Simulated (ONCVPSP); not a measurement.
# S: one change to an ONCV potential, before and after

| Quantity | Value |
| --- | --- |
| Element | S |
| Generator | ONCVPSP 4.0.1 |
| Type | optimised norm-conserving Vanderbilt (ONCV) |
| Functional | PBE |
| Relativity | non-relativistic |
| Frozen core | [Ne] |
| Valence charge | 6 |
| Reference configuration | 3s2 3p4 |
| Partial waves | 3s: rc 1.30 bohr, ncon 4, nbas 7, qcut 4.2 1/bohr, 3 projectors, debl 2.7 Ha; 3p: rc 1.75 bohr, ncon 5, nbas 10, qcut 4.5 1/bohr, 1 projector |
| Local potential | polynomial inside 1.20 bohr (lpopt 2, dvloc0 1 Ha) |
| Core correction | none |

All-electron outer shells of the reference configuration (PBE, non-relativistic, ld1.x):

| shell | level (eV) | outermost node (bohr) | outermost maximum (bohr) |
| --- | --- | --- | --- |
| 2s | -210.43 | 0.13 | 0.39 |
| 2p | -156.49 | – | 0.33 |
| 3s | -17.14 | 0.60 | 1.42 |
| 3p | -7.02 | 0.58 | 1.61 |

Change: s: qcut 4.9; p: qcut 5.3.

Cutoffs: the cutoffs (Ha) at which the residual kinetic energy of the hardest occupied pseudo-wave falls to 1 and 0.1 mHa per electron; they do not see the model core or the augmentation charge, which bear on the density cutoff. Errors are all-electron minus pseudo energies relative to the spin-unpolarised reference configuration.

Q: What does the change do?

A: The potential gets softer (23 Ha and 55 Ha → 13 Ha and 28 Ha); both files keep a bound ghost (s); the errors of the 4 common tests hardly move.

```csv
quantity,base,changed
"cutoff, loose",23 Ha,13 Ha
"cutoff, tight",55 Ha,28 Ha
loose cutoff by channel,"s 23 Ha, p 5.8 Ha","s 13 Ha, p 5.8 Ha"
bound ghosts,s,s
GHOST(+) flags under 300 eV,none,none
"error for 3s2 3p3, meV [ΔE 11.78 eV]",+2.1,+2.0
"error for 3s2 3p2, meV [ΔE 34.08 eV]",+13,+13
"error for 3s2 3p1, meV [ΔE 68.13 eV]",+44,+45
"error for 3s1 3p4, meV [ΔE 22.52 eV]",+7.0,+6.7
s: phases at 1.32 bohr within 0.05 rad from the reference energy up to (Ha; the scan ends near 5),to the end of the scan,to the end of the scan
p: phases at 1.77 bohr within 0.05 rad from the reference energy up to (Ha; the scan ends near 5),2.3,2.4
```

 A true bound ghost makes a file unfit for plane-wave use even where its test errors are small: the radial tests pick states by their node count and pass the ghost by.
